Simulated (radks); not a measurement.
Spherical quantum dot in the effective-mass picture: electrons in a parabolic well V = omega^2 r^2 / 2 with omega = 0.524, with a point charge +1 (a donor) at the centre, all in effective atomic units (hartree* = m*/eps^2 hartree, bohr* = eps/m* bohr), one dielectric constant everywhere. Calculated with a radial shooting solver with Libxc functionals: non-relativistic Kohn-Sham, r2SCAN, spin-polarised, spherical densities, generalised Kohn-Sham scheme. Levels are named by radial order and angular momentum (1s, 1p, 1d, 2s, ...), and open shells are averaged over m. Each electron was tried in the lowest free levels, single moves between levels near the top were tried too, and the lowest total energy was kept; such a search can miss a lower state. At N = 1 the Hartree and exchange-correlation terms need not cancel, so that row can carry a self-interaction error.

| N | open shells | 2S | E (hartree*) | mu = E(N) - E(N-1) (hartree*) | addition energy mu(N+1) - mu(N) (hartree*) | e(HOMO) (hartree*) | rms radius (bohr*) |
|---|---|---|---|---|---|---|---|
| 1 | 1s(up 1, down 0) | 1 | -0.236292 | -0.23629 | 0.7475 | 0.043150 | 1.219 |
| 2 | none | 0 | 0.274898 | 0.51119 | 1.166 | 0.74445 | 1.392 |
| 3 | 1p(up 1, down 0) | 1 | 1.95248 | 1.6776 | 0.3275 | 1.8368 | 1.756 |
| 4 | 1p(up 2, down 0) | 2 | 3.95754 | 2.0051 | 0.3369 | 2.1736 | 1.955 |
| 5 | 1p(up 3, down 0) | 3 | 6.29956 | 2.3420 | 0.4661 | 2.5099 | 2.097 |
| 6 | 1p(up 3, down 1) | 2 | 9.10768 | 2.8081 | 0.2862 | 2.9476 | 2.225 |
| 7 | 1p(up 3, down 2) | 1 | 12.2020 | 3.0943 | 0.2951 | 3.2415 | 2.331 |
| 8 | none | 0 | 15.5914 | 3.3894 | 0.5271 | 3.5372 | 2.425 |
| 9 | 2s(up 1, down 0) | 1 | 19.5078 | 3.9165 | 0.3341 | 4.0453 | 2.540 |
| 10 | none | 0 | 23.7583 | 4.2505 | 0.3413 | 4.3777 | 2.641 |
| 11 | 1d(up 1, down 0) | 1 | 28.3502 | 4.5918 | 0.2503 | 4.7169 | 2.732 |
| 12 | 1d(up 2, down 0) | 2 | 33.1923 | 4.8421 | 0.2496 | 4.9672 | 2.814 |
| 13 | 1d(up 3, down 0) | 3 | 38.2840 | 5.0918 | 0.2475 | 5.2159 | 2.889 |
| 14 | 1d(up 4, down 0) | 4 | 43.6234 | 5.3393 | 0.2449 | 5.4622 | 2.958 |
| 15 | 1d(up 5, down 0) | 5 | 49.2076 | 5.5842 | 0.3270 | 5.7057 | 3.023 |
| 16 | 1d(up 5, down 1) | 4 | 55.1188 | 5.9112 | 0.2266 | 6.0242 | 3.086 |
| 17 | 1d(up 5, down 2) | 3 | 61.2566 | 6.1378 | 0.2274 | 6.2516 | 3.146 |
| 18 | 1d(up 5, down 3) | 2 | 67.6219 | 6.3653 | 0.2268 | 6.4789 | 3.202 |
| 19 | 1d(up 5, down 4) | 1 | 74.2140 | 6.5921 | 0.2253 | 6.7050 | 3.256 |
| 20 | none | 0 | 81.0314 | 6.8174 | 0.5066 | 6.9295 | 3.308 |
| 21 | 1f(up 1, down 0) | 1 | 88.3553 | 7.3240 | 0.2085 | 7.4283 | 3.366 |
| 22 | 1f(up 2, down 0) | 2 | 95.8878 | 7.5325 | 0.2079 | 7.6366 | 3.422 |
| 23 | 1f(up 3, down 0) | 3 | 103.628 | 7.7404 | 0.2069 | 7.8440 | 3.475 |
| 24 | 1f(up 4, down 0) | 4 | 111.575 | 7.9473 | 0.2057 | 8.0503 | 3.525 |
| 25 | 1f(up 5, down 0) | 5 | 119.728 | 8.1530 | 0.2043 | 8.2554 | 3.573 |
| 26 | 1f(up 6, down 0) | 6 | 128.086 | 8.3573 | 0.2029 | 8.4590 | 3.620 |
| 27 | 1f(up 7, down 0) | 7 | 136.646 | 8.5602 | 0.2758 | 8.6611 | 3.665 |
| 28 | 1f(up 7, down 1) | 6 | 145.482 | 8.8360 | 0.1928 | 8.9323 | 3.709 |
| 29 | 1f(up 7, down 2) | 5 | 154.511 | 9.0288 | 0.1928 | 9.1252 | 3.752 |
| 30 | 1f(up 7, down 3) | 4 | 163.732 | 9.2215 | 0.1924 | 9.3178 | 3.793 |
| 31 | 1f(up 7, down 4) | 3 | 173.146 | 9.4139 | 0.1917 | 9.5099 | 3.834 |
| 32 | 1f(up 7, down 5) | 2 | 182.752 | 9.6056 | 0.1908 | 9.7011 | 3.873 |
| 33 | 1f(up 7, down 6) | 1 | 192.548 | 9.7964 | 0.1899 | 9.8915 | 3.911 |
| 34 | none | 0 | 202.534 | 9.9862 | 0.2363 | 10.081 | 3.948 |
| 35 | 2p(up 1, down 0) | 1 | 212.757 | 10.223 | 0.1847 | 10.314 | 3.985 |
| 36 | 2p(up 2, down 0) | 2 | 223.164 | 10.407 | 0.1875 | 10.501 | 4.021 |
| 37 | 2p(up 3, down 0) | 3 | 233.759 | 10.595 | 0.2517 | 10.689 | 4.056 |
| 38 | 2p(up 3, down 1) | 2 | 244.605 | 10.846 | 0.1796 | 10.936 | 4.091 |
| 39 | 2p(up 3, down 2) | 1 | 255.631 | 11.026 | 0.1805 | 11.116 | 4.125 |
| 40 | none | 0 | 266.838 | 11.207 | 0.3081 | 11.297 | 4.158 |
| 41 | 1g(up 1, down 0) | 1 | 278.353 | 11.515 | 0.1746 | 11.602 | 4.193 |
| 42 | 1g(up 2, down 0) | 2 | 290.042 | 11.689 | 0.1740 | 11.776 | 4.227 |
| 43 | 1g(up 3, down 0) | 3 | 301.905 | 11.863 | - | 11.950 | 4.261 |

All shells are closed at N = 2, 8, 10, 20, 34, 40 (there: 1s2 1p6 1d10 2s2 1f14 2p6); the second difference of the energy has clear peaks (12 % above both neighbours; the first and last values, which can be the largest, are not judged, and half-filled shells can peak too) at N = 2, 5, 8, 15, 20, 27, 34, 37, 40.
